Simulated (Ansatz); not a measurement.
A run for Ansatz (an electronic-structure program): R-PBE0/def2-TZVPP on C3H4O2 (SMILES C=CC(=O)O), a point of a torsion scan.

Ansatz 0.2 input:
```yaml
crystal:
  periodic: [false, false, false]
  atoms:
    - {symbol: C, position_ang: [-1.36875566, -0.38815234, -0.27463625]}
    - {symbol: C, position_ang: [-0.55325000, 0.42229907, 0.38358389]}
    - {symbol: C, position_ang: [0.91778729, 0.35099316, 0.27810110]}
    - {symbol: O, position_ang: [1.66334415, 1.25136690, 0.57113237]}
    - {symbol: O, position_ang: [1.36497025, -0.81879126, -0.20434206]}
    - {symbol: H, position_ang: [-0.98645436, -1.17948263, -0.89738619]}
    - {symbol: H, position_ang: [-2.43917592, -0.28998570, -0.20882883]}
    - {symbol: H, position_ang: [-0.91354598, 1.23784479, 0.99349248]}
    - {symbol: H, position_ang: [2.33242533, -0.79843366, -0.26821024]}
basis:
  gaussian:
    orbitals: def2-TZVPP
hamiltonian:
  xc: {name: PBE0}
scf: {lower_state_search: off}
```

Program output:

```
WARN ansatz: RAYON_NUM_THREADS=1 ignored (pool sized by the plan → 1); use --threads N
Functional definition: PBE0
these checks for a lower state are left out or cut short: stability, starts, cluster_reference, orbital_swaps, neighbouring_geometries, increment
integrals: 0.10 GiB planned
1078 factors; their error is unknown
mean field: 1.02 GiB planned
mean field evaluation 1: about -7257.4857 eV, gradient 6.3e1 eV
mean field evaluation 2: about -7254.1137 eV, gradient 7.8e1 eV
mean field evaluation 4: about -7264.7595 eV, gradient 4.5e0 eV
mean field evaluation 8: about -7264.7934 eV, gradient 2.9e-1 eV
mean field evaluation 16: about -7264.8067 eV, gradient 6.0e-4 eV
mean field -7264.80668831 eV, -266.9767215327 hartree, gradient 1.8e-6 eV, S^2 0.000000; 0 other end points of the search recorded, 0 dependent functions left out
reference -7264.80671397 eV, -266.9767224756 hartree; 19, 19 occupied and 192, 192 virtual orbitals, 1078 factors
Total energy: -7264.80671397 eV, -266.9767224756 hartree
Checks for a lower state left out: stability, starts, cluster_reference, orbital_swaps, neighbouring_geometries, increment
```

The run converged.

Cost: around 4 core-seconds (rough).
